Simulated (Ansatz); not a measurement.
Computed with Ansatz on PBE0-D4/def2-TZVP structures; ΔE is electronic, products minus reactants. CCSD(T)/CBS adds triple-zeta CCSD(T) − MP2 to the extrapolated MP2 energy (def2 sets, frozen cores). This one scheme is used for every species. DFT in def2-TZVPP. Each species was taken in one conformer, which may not be the lowest.

Consider the substitution at a C–N bond: `BNCOC` + H₂S → `COCS` + `BN`.

```csv
level,ΔE (kcal/mol)
r2SCAN-D4,-2.6
ωB97X-V,-1.5
```

Task: What does CCSD(T)/CBS give? (Estimate.)

Result: Computed: -1.8 kcal/mol. The listed levels differ from it by -0.8, 0.3 kcal/mol.

Largest T1 diagnostic among the species: 0.012.

In def2-TZVPP, CCSD(T) changes the Hartree–Fock value by −1.3 kcal/mol (the triples alone add −0.5 kcal/mol) and MP2 by −2.2 kcal/mol. From PBE to PBE0 (25 % exact exchange), in def2-TZVPP and without D4, ΔE moves by +0.9 kcal/mol.
